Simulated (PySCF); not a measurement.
AlI3, SMILES [I][Al]([I])[I]. Geometry optimised at B3LYP-D3(BJ)/def2-SVP. The isomer is the one that the SMILES or the coordinates give; other isomers of the formula were not compared. The def2 effective core potentials stand for the cores of I; spin–orbit coupling is left out.

Computed equilibrium geometry at B3LYP-D3(BJ)/def2-SVP (PySCF confirms it by a frequency run) as bond lengths and angles, and its point group:
point group D3h.
Atoms: Al1 I2 I3 I4. Bond lengths (Å): Al1–I2 2.466, Al1–I3 2.466, Al1–I4 2.466. Angles (°): I2–Al1–I3 120.0, I2–Al1–I4 120.0, I3–Al1–I4 120.0.
